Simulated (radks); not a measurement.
The iron ion Fe2+, 24 electrons, occupied as [Ar] 3d4.75 4p1.25 (fractional occupations, a model configuration).

Method: scalar-relativistic Kohn-Sham, PBE, spin-unpolarised, spherical densities, point nucleus; computed with a radial shooting solver on a logarithmic mesh with Libxc functionals.

Energy parts (hartree):
part                       energy
total                 -1270.86844
kinetic                1286.14886
electron-nucleus      -3014.11362
Hartree                 511.75679
exchange-correlation    -54.66047

Orbitals (lengths in bohr, moments of r in powers of bohr; r(max) is where P^2 peaks):
\begin{tabular}{lrrrr}
orbital & occ. & eigenvalue (hartree) & <r^4> & r(max) \\ \hline
1s & 2 & -258.3003 & 0.00005433 & 0.03827 \\
2s & 2 & -31.24424 & 0.01235 & 0.2224 \\
2p & 6 & -26.78501 & 0.009454 & 0.1798 \\
3s & 2 & -4.52456 & 0.8849 & 0.6983 \\
3p & 6 & -3.26567 & 1.199 & 0.7093 \\
3d & 4.75 & -1.28907 & 3.509 & 0.6923 \\
4p & 1.25 & -0.63430 & 117.6 & 2.417 \\
\end{tabular}

The highest occupied level is 4p at -17.260 eV. The density falls to 0.001 e/bohr^3 at r = 3.96 bohr. Summed over all electrons, <r^2> = 23.84 bohr^2, which gives a Langevin (diamagnetic) susceptibility term of -18.9 x 10^-6 cm^3/mol.
